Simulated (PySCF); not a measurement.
H$_{3}$O$_{4}$S (SMILES O=S(O)(O)=[OH+]), charge +1, singlet, at a GFN2-xTB geometry; DF-CCSD(T)/STO-3G run with PySCF.

PySCF was given this input:
```python
from pyscf import gto, scf, cc

mol = gto.Mole()
mol.atom = '''
    O     0.077479   -1.166885   -0.937474
    S     0.005136   -0.077356   -0.062148
    O    -1.375528    0.544455    0.077225
    O     0.888487    1.103849   -0.431946
    O     0.402788   -0.379413    1.374147
    H    -1.934777    0.664856   -0.698823
    H     1.784693    0.957702   -0.755930
    H     0.122088   -1.200906    1.793508
'''
mol.basis = 'sto-3g'
mol.charge = 1
mol.spin = 0
mol.verbose = 4
mol.build()

mf = scf.RHF(mol)
mf = mf.density_fit(auxbasis='def2-universal-jkfit')
mf.kernel()

mycc = cc.CCSD(mf)
mycc.kernel()
et = mycc.ccsd_t()
print('E(CCSD(T)) = %.10f' % (mycc.e_tot + et))
```

The log (banner, timings and long lists left out):

```
PySCF version 2.14.0

[INPUT] verbose = 4
[INPUT] num. atoms = 8
[INPUT] num. electrons = 50
[INPUT] charge = 1
[INPUT] spin (= nelec alpha-beta = 2S) = 0
[INPUT] symmetry False subgroup None
[INPUT] Mole.unit = angstrom
[INPUT] Symbol           X                Y                Z      unit          X                Y                Z       unit  Magmom
[INPUT]  1 O      0.077479000000  -1.166885000000  -0.937474000000 AA    0.146414090405  -2.205093068863  -1.771569108901 Bohr   0.0
[INPUT]  2 S      0.005136000000  -0.077356000000  -0.062148000000 AA    0.009705633376  -0.146181654092  -0.117442699189 Bohr   0.0
[INPUT]  3 O     -1.375528000000   0.544455000000   0.077225000000 AA   -2.599371196671   1.028870837150   0.145934099970 Bohr   0.0
[INPUT]  4 O      0.888487000000   1.103849000000  -0.431946000000 AA    1.678997095236   2.085972292875  -0.816259640601 Bohr   0.0
[INPUT]  5 O      0.402788000000  -0.379413000000   1.374147000000 AA    0.761159006261  -0.716986658100   2.596761484893 Bohr   0.0
[INPUT]  6 H     -1.934777000000   0.664856000000  -0.698823000000 AA   -3.656198642108   1.256395752274  -1.320584079547 Bohr   0.0
[INPUT]  7 H      1.784693000000   0.957702000000  -0.755930000000 AA    3.372580986428   1.809794488948  -1.428500669342 Bohr   0.0
[INPUT]  8 H      0.122088000000  -1.200906000000   1.793508000000 AA    0.230712883096  -2.269383441347   3.389238922216 Bohr   0.0

nuclear repulsion = 304.057979501063
number of shells = 20
number of NR pGTOs = 96
number of NR cGTOs = 32
basis = sto-3g
ecp = {}

******** <class 'pyscf.df.df_jk.DFRHF'> ********
method = DFRHF
initial guess = minao
damping factor = 0
level_shift factor = 0
DIIS = <class 'pyscf.scf.diis.CDIIS'>
diis_start_cycle = 1
diis_space = 8
diis_damp = 0
SCF conv_tol = 1e-09
SCF conv_tol_grad = None
SCF max_cycles = 50
direct_scf = False
Set gradient conv threshold to 3.16228e-05
Initial guess from minao.
******** <class 'pyscf.df.df.DF'> ********
auxbasis = def2-universal-jkfit
init E= -692.27706139221
  HOMO = -0.46588838046986  LUMO = 0.162989331301237  gap/eV = 17.11263
cycle= 1 E= -689.401568230336  delta_E= 2.88  |g|= 0.815  |ddm|= 4.03
  HOMO = -0.526078296397982  LUMO = 0.0282113412709663  gap/eV = 15.08299
cycle= 2 E= -689.615058019719  delta_E= -0.213  |g|= 0.299  |ddm|= 1.74
  HOMO = -0.635833907301766  LUMO = 0.0924024293575275  gap/eV = 19.81632
cycle= 3 E= -689.642454739478  delta_E= -0.0274  |g|= 0.0903  |ddm|= 0.548
  HOMO = -0.61203174636945  LUMO = 0.0811207273527235  gap/eV = 18.86164
cycle= 4 E= -689.645526099564  delta_E= -0.00307  |g|= 0.0248  |ddm|= 0.156
  HOMO = -0.616908418079328  LUMO = 0.0845045918677182  gap/eV = 19.08642
cycle= 5 E= -689.6460955336  delta_E= -0.000569  |g|= 0.00499  |ddm|=  0.1
  HOMO = -0.615379317180585  LUMO = 0.0848840432724007  gap/eV = 19.05514
cycle= 6 E= -689.646116650536  delta_E= -2.11e-05  |g|= 0.00093  |ddm|= 0.0206
  HOMO = -0.615753579123463  LUMO = 0.0849986989586613  gap/eV = 19.06844
cycle= 7 E= -689.646117362619  delta_E= -7.12e-07  |g|= 0.000196  |ddm|= 0.00341
  HOMO = -0.615761233455563  LUMO = 0.0849771865215493  gap/eV = 19.06806
cycle= 8 E= -689.646117400309  delta_E= -3.77e-08  |g|= 3.61e-05  |ddm|= 0.000896
  HOMO = -0.615772205038453  LUMO = 0.0849788690181962  gap/eV = 19.06841
cycle= 9 E= -689.646117401622  delta_E= -1.31e-09  |g|= 1.02e-05  |ddm|= 0.000141
  HOMO = -0.615772739350152  LUMO = 0.0849784397797942  gap/eV = 19.06841
cycle= 10 E= -689.646117401739  delta_E= -1.17e-10  |g|= 1.46e-06  |ddm|= 4.88e-05
  HOMO = -0.615772471149861  LUMO = 0.0849785814446865  gap/eV = 19.06841
Extra cycle  E= -689.64611740174  delta_E= -1.14e-12  |g|= 6.71e-07  |ddm|= 3.54e-06
converged SCF energy = -689.64611740174

******** <class 'pyscf.cc.dfccsd.RCCSD'> ********
CC2 = 0
CCSD nocc = 25, nmo = 32
max_cycle = 50
direct = 0
conv_tol = 1e-07
conv_tol_normt = 1e-05
diis_space = 6
diis_start_cycle = 0
diis_start_energy_diff = 1e+09
Init t2, MP2 energy = -689.840502346459  E_corr(MP2) -0.194384944719373
Init E_corr(RCCSD) = -0.194384944719616
cycle = 1  E_corr(RCCSD) = -0.209652122117587  dE = -0.0152671774  norm(t1,t2) = 0.0846726
cycle = 2  E_corr(RCCSD) = -0.225177649961973  dE = -0.0155255278  norm(t1,t2) = 0.0302563
cycle = 3  E_corr(RCCSD) = -0.225819697753951  dE = -0.000642047792  norm(t1,t2) = 0.0179198
cycle = 4  E_corr(RCCSD) = -0.229885059525378  dE = -0.00406536177  norm(t1,t2) = 0.00806659
cycle = 5  E_corr(RCCSD) = -0.229823323491814  dE = 6.17360336e-05  norm(t1,t2) = 0.00141804
cycle = 6  E_corr(RCCSD) = -0.229723112591079  dE = 0.000100210901  norm(t1,t2) = 0.000592757
cycle = 7  E_corr(RCCSD) = -0.229735812378164  dE = -1.26997871e-05  norm(t1,t2) = 0.000138361
cycle = 8  E_corr(RCCSD) = -0.229734934744601  dE = 8.77633563e-07  norm(t1,t2) = 4.33785e-05
cycle = 9  E_corr(RCCSD) = -0.229735885869232  dE = -9.51124631e-07  norm(t1,t2) = 1.57764e-05
cycle = 10  E_corr(RCCSD) = -0.229735737700674  dE = 1.48168558e-07  norm(t1,t2) = 5.41591e-06
cycle = 11  E_corr(RCCSD) = -0.229735893016819  dE = -1.55316144e-07  norm(t1,t2) = 1.58532e-06
cycle = 12  E_corr(RCCSD) = -0.229735865370586  dE = 2.76462327e-08  norm(t1,t2) = 6.56878e-07
RCCSD converged
E(RCCSD) = -689.8758532671105  E_corr = -0.2297358653705859
RCCSD(T) correction = -0.0120312339651711
E(CCSD(T)) = -689.8878845011
```
